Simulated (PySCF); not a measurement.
# ECD: `C=C1[C@H](C)C(S)[C@H]1C`, C₇H₁₂S

Molfile (atoms numbered from 1):
```
C7H12S
     RDKit          3D

 20 20  0  0  0  0  0  0  0  0999 V2000
    0.1856    1.8833   -1.2079 C   0  0  0  0  0  0  0  0  0  0  0  0
    0.0693    0.7425   -0.5632 C   0  0  0  0  0  0  0  0  0  0  0  0
    0.9494    0.0093    0.4226 C   0  0  2  0  0  0  0  0  0  0  0  0
    2.4075   -0.1943    0.0498 C   0  0  0  0  0  0  0  0  0  0  0  0
    0.0155   -1.2065    0.2615 C   0  0  0  0  0  0  0  0  0  0  0  0
   -0.5517   -2.0507    1.7639 S   0  0  0  0  0  0  0  0  0  0  0  0
   -0.9762   -0.3481   -0.5628 C   0  0  1  0  0  0  0  0  0  0  0  0
   -2.2811    0.0371    0.1189 C   0  0  0  0  0  0  0  0  0  0  0  0
    1.0389    2.5261   -1.0715 H   0  0  0  0  0  0  0  0  0  0  0  0
   -0.5672    2.2215   -1.9001 H   0  0  0  0  0  0  0  0  0  0  0  0
    0.8846    0.4446    1.4249 H   0  0  0  0  0  0  0  0  0  0  0  0
    2.9472    0.7478    0.1085 H   0  0  0  0  0  0  0  0  0  0  0  0
    2.8723   -0.9042    0.7308 H   0  0  0  0  0  0  0  0  0  0  0  0
    2.4892   -0.5773   -0.9652 H   0  0  0  0  0  0  0  0  0  0  0  0
    0.4663   -2.0021   -0.3318 H   0  0  0  0  0  0  0  0  0  0  0  0
   -0.9408   -0.9565    2.4139 H   0  0  0  0  0  0  0  0  0  0  0  0
   -1.1953   -0.7700   -1.5472 H   0  0  0  0  0  0  0  0  0  0  0  0
   -2.0905    0.5737    1.0465 H   0  0  0  0  0  0  0  0  0  0  0  0
   -2.8590    0.6857   -0.5346 H   0  0  0  0  0  0  0  0  0  0  0  0
   -2.8692   -0.8511    0.3401 H   0  0  0  0  0  0  0  0  0  0  0  0
  1  2  2  0
  2  3  1  0
  3  4  1  0
  3  5  1  0
  5  6  1  0
  5  7  1  0
  7  8  1  0
  7  2  1  0
  1  9  1  0
  1 10  1  0
  3 11  1  1
  4 12  1  0
  4 13  1  0
  4 14  1  0
  5 15  1  0
  6 16  1  0
  7 17  1  6
  8 18  1  0
  8 19  1  0
  8 20  1  0
M  END
```

Theory: TDDFT wB97X-D/def2-SVPD circular dichroism and optical rotation, one conformer, gas phase (PySCF). Geometry: GFN2-xTB.

The molecule is flexible and this is one conformer; a measurement averages over conformers.

(1) Assign R or S to each stereocentre.

(2) List the lowest 16 singlet excitations with oscillator and rotatory strengths.

Answers

(1) C3 S, C7 S.

(2) Rotatory strengths R in 10⁻⁴⁰ esu² cm², velocity form and length form (origin at the centre of mass); f in length form.
```
state  E (eV)  λ (nm)      f  R (velocity)  R (length)                                    main
    1    5.72     217  0.001          -0.8        -0.5      HOMO→LUMO+1 0.33, HOMO→LUMO+3 0.26
    2    6.25     198  0.029          +0.5        +0.8        HOMO→LUMO 0.41, HOMO→LUMO+1 0.38
    3    6.78     183  0.005          -2.1        -2.2        HOMO→LUMO+2 0.59, HOMO→LUMO 0.31
    4    6.90     180  0.315         -16.3       -16.4                        HOMO−1→LUMO 0.92
    5    7.16     173  0.001         +17.1       +17.1                        HOMO−2→LUMO 0.86
    6    7.27     171  0.030         +22.7       +21.2      HOMO→LUMO+4 0.48, HOMO→LUMO+3 0.21
    7    7.35     169  0.043         -48.8       -48.4  HOMO−1→LUMO+1 0.47, HOMO−1→LUMO+3 0.24
    8    7.68     161  0.029          +2.5        +2.6                        HOMO−3→LUMO 0.82
    9    7.84     158  0.023          +0.8        +0.8      HOMO→LUMO+4 0.23, HOMO→LUMO+5 0.16
   10    7.91     157  0.006         -19.5       -17.9  HOMO−1→LUMO+3 0.56, HOMO−1→LUMO+1 0.33
   11    7.98     155  0.042          +0.9        +2.0      HOMO→LUMO+5 0.46, HOMO→LUMO+6 0.21
   12    8.18     152  0.001          -5.8        -5.7  HOMO−1→LUMO+2 0.54, HOMO−1→LUMO+4 0.12
   13    8.22     151  0.012         +15.6       +15.2  HOMO−3→LUMO+1 0.40, HOMO−3→LUMO+3 0.12
   14    8.41     147  0.037         -12.8       -16.5     HOMO→LUMO+10 0.20, HOMO→LUMO+9 0.15
   15    8.48     146  0.059         -10.1       -10.0  HOMO−1→LUMO+5 0.48, HOMO−1→LUMO+7 0.24
   16    8.54     145  0.040         -43.7       -42.0    HOMO−3→LUMO+1 0.28, HOMO→LUMO+7 0.14
```

Among the states computed, the strongest CD band (largest |R|) is state 7. The largest dissymmetry factor in size, g = 4R/(D+G), with D and G the electric and magnetic dipole strengths, is +0.16 for state 5 (velocity form, f = 0.001), among bands with |R| over 0.5. The mirror image has the same energies and oscillator strengths and all R with the opposite sign.
